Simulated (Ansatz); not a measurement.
Relaxation of a periodic cell of 16 atoms, H₁₀CO₅ (contents 4 H2O + 1 H2CO, density as packed 0.94 g/cm³ with natural masses), to a largest force component of 0.3 eV/Å in at most 15 steps.

Theory: Ansatz 0.2.0, DFT PBE, scalar-relativistic, plane waves, PAW. Settings: accuracy low, cutoff 420 eV, k mesh 1x1x1, fermi-dirac smearing 0.02 eV, no spin polarisation.

```xyz
16
Lattice="5.6567 0.0000 0.0000 0.0000 5.6567 0.0000 0.0000 0.0000 5.6567" Properties=species:S:1:pos:R:3
O 5.709 5.553 4.721
H 6.127 5.809 3.885
H 5.081 4.861 4.466
O 4.129 2.177 2.667
H 4.366 1.296 2.992
H 4.703 2.774 3.170
O 1.185 3.217 1.072
H 0.539 3.907 0.861
H 0.653 2.410 1.141
O 3.906 4.592 2.310
H 3.384 5.406 2.359
H 4.424 4.694 1.498
O 3.533 3.813 5.515
C 3.098 2.704 5.250
H 2.380 2.536 4.428
H 3.396 1.805 5.816
```

Q: Where does it end, and by what steps?

A: The run converged. The threshold is loose, so the end isn't yet a minimum. The force dipped under the threshold on the way, but the program's further checks kept it going. Limits of this set-up: coarse k mesh, low accuracy level. After 13 steps the energy has fallen by 1.731 eV; H15 moved furthest, 1.12 Å.

```csv
step,energy less start (eV),largest force component (eV/Å),accepted
0,0.0000,1.332,yes
1,-0.4994,1.831,yes
2,-0.8248,2.560,yes
3,-1.0874,0.920,yes
4,-1.2253,0.522,yes
5,-1.3368,0.820,yes
6,-1.4570,0.356,yes
7,-1.5351,0.220,yes
8,-1.5946,0.365,yes
9,-1.6474,0.538,yes
10,-1.5479,1.522,no
11,-1.6907,0.408,yes
12,-1.7310,0.138,yes
13,-1.7310,0.137,yes
```

```xyz
16
Lattice="5.6567 0.0000 0.0000 0.0000 5.6567 0.0000 0.0000 0.0000 5.6567" Properties=species:S:1:pos:R:3
O 5.746 5.488 4.525
H 6.041 5.016 3.725
H 4.905 5.031 4.741
O 5.003 1.846 2.814
H 5.243 1.279 3.590
H 4.550 2.629 3.171
O 1.296 3.260 1.410
H 0.698 4.012 1.210
H 0.682 2.604 1.831
O 4.490 4.761 1.857
H 4.252 5.704 1.932
H 3.897 4.380 1.178
O 3.352 3.696 5.111
C 2.427 2.889 5.077
H 1.450 3.131 4.591
H 2.582 1.826 5.385
```

Time of the run: 12 s on 1 thread of Arm Neoverse V2, with other jobs on the host, peak memory 0.3 GiB.
